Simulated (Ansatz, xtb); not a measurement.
Cl3HSeSn: which of two conformers lies lower

We compare a, `Cl[Se][SnH]([Cl])[Cl]`, a singlet, with b, `Cl[Se][SnH]([Cl])[Cl]`, a singlet. Both are isolated molecules in the gas phase, relaxed with PBE0-D4/def2-SVP.

a (Å):

```xyz
6

Cl    0.7360    4.4911   -0.9839
Cl    3.8396    0.1637    0.2225
Cl    0.9609    0.2811   -2.1850
Se    2.7755    3.6600   -1.0397
Sn    1.9215    1.3728   -0.3558
H     0.7948    1.4218    0.9187
```

b (Å):

```xyz
6

Cl   -2.4333   -0.6853   -1.2276
Cl    1.5822   -0.2042   -0.6727
Cl    0.4976   -2.3259   -3.5349
Se   -1.7176    0.8443   -2.6237
Sn    0.6261   -0.1141   -2.8002
H     1.6124    0.8004   -3.8514
```

**Question.** Estimate E(b) − E(a) at the level CCSD(T)/def2-SVP + ΔMP2/def2-TZVPP.

**Answer.** Too close to call at this level: CCSD(T)/def2-SVP + ΔMP2/def2-TZVPP gives E(b) − E(a) = +0.96 kcal/mol.

How the difference moves with the method:

| level | geometry | E(b) − E(a) (kcal/mol) | departure from the last row (kcal/mol) | job, with rough time for the two |
| --- | --- | --- | --- | --- |
| PBE0-D4/def2-SVP | PBE0-D4/def2-SVP | +1.32 | +0.35 | optimisation, 79 s |
| HF/def2-SVP | PBE0-D4/def2-SVP | +1.61 | +0.65 | part of the CCSD(T) run |
| MP2/def2-SVP | PBE0-D4/def2-SVP | +1.13 | +0.17 | part of the CCSD(T) run |
| CCSD(T)/def2-SVP | PBE0-D4/def2-SVP | +1.18 | +0.21 | single point |
| CCSD(T)/def2-SVP + ΔMP2/def2-TZVPP | PBE0-D4/def2-SVP | +0.96 |  | single point, 60 s |

The largest departure from CCSD(T)/def2-SVP + ΔMP2/def2-TZVPP is that of HF/def2-SVP, 0.65 kcal/mol. Levels run at GFN2-xTB geometries aren't shown. The last row adds to CCSD(T) the change of the MP2 difference between the two basis sets, here −0.21 kcal/mol.

With thermal terms from frequencies at re-optimised GFN2-xTB minima (ideal gas, soft modes damped towards free rotors, one conformer each, 298.15 K, 1 atm): on the last row, ΔE + ΔZPE = +1.03, ΔH = +1.00, ΔG = +1.29 kcal/mol.

The correlated steps freeze 28 core orbitals; the filled d shell of Se and Sn is correlated, in a basis made for valence electrons. Atoms past krypton carry core potentials in the def2 sets and no spin–orbit term is included. Programs: Ansatz 0.2.0, xtb 6.7.1; the last row on 2 threads of Intel(R) Xeon(R) Platinum 8259CL CPU @ 2.50GHz (Skylake/Cascade Lake) on a shared host.
